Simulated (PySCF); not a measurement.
System: propane-2,2-diselenol, C3H8Se2, net charge 0, singlet state. SMILES: CC(C)([SeH])[SeH]
Structure (B3LYP-D3(BJ)/def2-TZVP (Ansatz) minimum search):
```xyz
13

C     -1.1982    -0.0235    -1.5784
C     -0.0861    -0.3270    -0.5828
C      0.8074    -1.4612    -1.0681
Se    -0.8423    -0.9289     1.1632
Se     0.9568     1.3635    -0.3885
H     -1.8021    -0.9171    -1.7410
H     -1.8540     0.7701    -1.2223
H     -0.7723     0.2838    -2.5379
H      1.6188    -1.6634    -0.3700
H      0.2215    -2.3764    -1.1923
H      1.2448    -1.1997    -2.0324
H     -1.5210     0.3423     1.4561
H      1.8355     0.8527     0.6740
```

Dispersion corrections to the total energy (kcal/mol) from the dftd3 and dftd4 libraries through PySCF: D3(BJ) without and D4 with the three-body term, each with the damping fitted for the functional named.

```csv
functional,D3(BJ),D4
CAM-B3LYP,-7.70,-7.61
revPBE,…,-25.41
TPSS,-11.61,-11.85
B3LYP,-16.27,-14.25
r2SCAN,-2.54,…
HSE06,…,-6.96
PBE0,-8.04,-7.44
```

Task: Some entries are withheld; supply them.

Result: 
- revPBE, D3(BJ): -21.91
- r2SCAN, D4: -2.09
- HSE06, D3(BJ): -6.49
